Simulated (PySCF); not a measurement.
How the method changes the constants of TaCl

State: quintet, unpaired electrons σ ↑, π ↑, δ ↑↑. Set-up: PySCF, scalar-relativistic core potentials, basis sets Ta def2-TZVPP with ECP60, Cl def2-TZVPP. De refers to Ta (5d3 6s2) + Cl in their high-spin ground configurations, without counterpoise correction. The functionals are run spin-unrestricted. A positive dipole means Ta(−)Cl(+). Levels whose curve was spin-contaminated or gave no clean fit are not listed.

| Level | Re (Å) | ωe (cm⁻¹) | De (eV) | μ (D) | CPU s a point (SCF and correlation, without the integrals) |
| --- | --- | --- | --- | --- | --- |
| PBE | 2.291 | 371 | n/a | -2.48 | 1.4 |
| PBEsol | 2.269 | 385 | n/a | -2.37 | 0.99 |
| PW91 | 2.291 | 372 | n/a | -2.48 | 1.4 |
| BP86 | 2.294 | 370 | n/a | -2.47 | 0.98 |
| r²SCAN | 2.299 | 371 | n/a | -2.84 | 1.2 |
| r²SCANh | 2.299 | 372 | n/a | -2.97 | 4.3 |
| PBE0 | 2.292 | 375 | n/a | -2.89 | 4 |
| HSE06 | 2.295 | 373 | n/a | -2.88 | 3.9 |

(1) What does a quarter of exact exchange do here, going from PBE to PBE0?

(2) What does the step from GGA to meta-GGA do here, going from PBE to r²SCAN?

De is left out where the level can put another filling of the metal’s s and d shells below the measured ground configuration, by anything from nothing to about 1 eV. Spin–orbit coupling is left out, which matters for elements this heavy, above all for dissociation energies. With d or f electrons several states lie close, and the lowest PBE0 determinant need not be the measured ground state.

The whole job (state search and all levels along the bond) took about 8.9 min on 2 threads of Intel Xeon 6975P-C (shared host), peak memory 4 GiB.

Results:

(1) PBE0 less PBE: +0.1 pm in Re, +1.1 % in ωe. Exact exchange removes part of the self-interaction that spreads semilocal densities, and in most molecules shortens and stiffens the bond and lowers De; so it does here.

(2) r²SCAN less PBE: +0.8 pm in Re, +0.0 % in ωe.
